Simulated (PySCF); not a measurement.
A species of formula CH9FOSi3 has this rotational fingerprint, computed with CAM-B3LYP/def2-SVPD in PySCF (dipole) on a GFN2-xTB geometry, gas phase:

```
Rotational constants : A = 4547, B = 670.7, C = 657.4 MHz
Dipole components    : |μa| = 2.19 D, |μb| = 0.40 D, |μc| = 0.03 D
Inertial defect      : -95.91 u·Å²
κ                    : -0.99
```

Question: Which candidate fits, each taken in the one conformer that was computed?
A. `[CH3:1][SiH2:2][O:3][SiH2:4][SiH2:5][F:6]` with C1–Si2–O3–Si4 48°, Si2–O3–Si4–Si5 -141°, O3–Si4–Si5–F6 174°
B. `[CH3:1][SiH2:2][O:3][Si@H:4]([F:5])[SiH3:6]` with C1–Si2–O3–Si4 45°, Si2–O3–Si4–F5 71°
C. `[CH3:1][O:2][SiH2:3][Si@H:4]([F:5])[SiH3:6]` with C1–O2–Si3–Si4 54°, O2–Si3–Si4–F5 -83°

Answer: A. It is C[SiH2]O[SiH2][SiH2]F, a near-prolate asymmetric top, point group C1. The candidates at the same level (rigid rotor, commonest isotopes):

```csv
SMILES,A (MHz),B (MHz),C (MHz),μa (D),μb (D),μc (D),Δ (u·Å²),point group,rotor
C[SiH2]O[SiH2][SiH2]F,4547,670.7,657.4,2.19,0.40,0.03,-95.91,C1,near-prolate asymmetric top
CO[SiH2][Si@H](F)[SiH3],3468,856.2,745.6,0.14,0.38,0.41,-58.22,C1,near-prolate asymmetric top
C[SiH2]O[Si@H](F)[SiH3],2304,1171,870.2,0.67,1.85,0.63,-70.03,C1,asymmetric top
```

`CO[SiH2][Si@H](F)[SiH3]` has B 28 % too high; `C[SiH2]O[Si@H](F)[SiH3]` has B 75 % too high. No structure here is proved a minimum.
